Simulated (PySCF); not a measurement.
How methods differ on the excitation energy of Nb+

Nb+ [Kr] 4d4 (5D) → Nb+ [Kr] 4d3 5p1 (high-spin determinant), as a difference of total energies. Computed with PySCF 2.14 in aug-cc-pVTZ-DK, with scalar relativity by spin-free X2C-1e. Correlated levels: valence: [Kr] frozen. The calculations carry no spin-orbit coupling.

```
           method  excitation energy (cm⁻¹)
              UHF                     31593
    MP2 (valence)                     33861
SCS-MP2 (valence)                     32349
   CCSD (valence)                     33524
CCSD(T) (valence)                     33417
```

A first-order spin-orbit estimate (lowest level to lowest level, LS coupling) adds -0.097 eV.

The determinant of the upper state mixes LS terms, which raises its energy above the lowest term, most at the Hartree-Fock and MP2 levels.
